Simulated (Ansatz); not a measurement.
`CC[Se][Hf]([Cl])([Cl])[Cl]` at its PBE0-D4/def2-TZVP geometry, where that method's forces vanish. Charge 0, multiplicity 1. Hf: def2 effective core potential.

```xyz
12

C    -1.8182    0.2883    0.6091
C    -0.3661    0.6924    0.6961
Se    0.3042    1.4143   -1.0332
Hf    1.7791   -0.6223   -1.1094
Cl    2.9446   -0.5541   -3.1129
Cl    0.4234   -2.5192   -0.9831
Cl    3.2394   -0.5882    0.7113
H    -1.9602   -0.5171   -0.1130
H    -2.1665   -0.0627    1.5850
H    -2.4422    1.1308    0.3067
H     0.2514   -0.1531    1.0276
H    -0.1889    1.4909    1.4158
```

(1) What forces (eV/Å) does PBE-D4/def2-TZVPP give on these atoms in Ansatz 0.2.0? (An estimate is asked.)

Results:

(1) Ansatz gave: 
```
C1   0.002  0.009 -0.003
C2  -0.067 -0.037  0.070
Se3  0.008  0.265 -0.254
Hf4  0.029 -0.035 -0.009
Cl5  0.091  0.012 -0.165
Cl6 -0.118 -0.152  0.009
Cl7  0.119  0.011  0.153
H8  -0.039 -0.164 -0.139
H9  -0.079 -0.074  0.191
H10 -0.136  0.159 -0.057
H11  0.143 -0.163  0.053
H12  0.047  0.169  0.151
```
